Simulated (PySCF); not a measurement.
C₄H₄BNO, SMILES N1[C@@H](C#C)B(O)C=1. Atoms are numbered in the order given.

```xyz
11

C      2.6385    -0.3713    -0.4006
C      1.4978    -0.5150     0.0226
C      0.1407    -0.5944     0.5200
N     -0.9022    -1.2592    -0.3975
C     -1.8374    -0.3487    -0.3037
B     -0.8432     0.6715     0.3262
O     -0.6588     2.0024     0.2118
H      3.6485    -0.2746    -0.7734
H      0.0979    -1.1004     1.5068
H     -2.8292    -0.4770    -0.7751
H      0.2470     2.2660     0.4682
```

Geometry: PBE-D3(BJ)/def2-SVP. The structure was generated by enumeration; whether it is a known compound was not checked. The values are those of a single conformer.

Calculation: PBE-D3(BJ)/def2-SVP run with PySCF 2.14.0.

No scaling factor is applied to the harmonic values.

```
mode  ν (cm⁻¹)  IR (km/mol)  moving atoms (share of kinetic energy)
----  --------  -----------  --------------------------------------
1           90          4.6                  C 39 %, O 37 %, H 16 %
2          124          2.6           C 58 %, H 15 %, N 15 %, O 8 %
3          206          9.6          C 40 %, N 33 %, B 11 %, H 10 %
4          330         15.3                  C 58 %, O 18 %, H 16 %
5          418          4.6                  C 54 %, H 18 %, B 17 %
6          494          2.8                          C 53 %, N 25 %
7          564         10.4          C 54 %, B 16 %, N 13 %, H 12 %
8          588         78.0                                  H 86 %
9          611         47.2                          H 79 %, C 19 %
10         646         11.7   B 41 %, C 21 %, O 19 %, N 11 %, H 8 %
11         670         31.8                          H 77 %, C 22 %
12         792         45.6          C 54 %, H 19 %, B 13 %, O 11 %
13         838         12.1                  C 48 %, N 40 %, H 10 %
14         893         14.5                          H 70 %, C 27 %
15         901         32.6                  H 57 %, C 23 %, B 15 %
16        1003         25.3                          H 58 %, C 40 %
17        1069         51.6                          H 51 %, C 31 %
18        1120         85.6                  H 56 %, B 22 %, C 18 %
19        1221         31.3           H 52 %, C 23 %, B 12 %, N 8 %
20        1239          3.5                          H 58 %, C 36 %
21        1475        243.9                  B 65 %, O 18 %, C 11 %
22        1533         17.5                          C 50 %, N 43 %
23        2149          5.2                           C 91 %, H 9 %
24        3011          2.0                                  H 92 %
25        3085         19.1                           H 91 %, C 9 %
26        3407         78.5                          H 86 %, C 14 %
27        3689         58.0                                  H 94 %
```
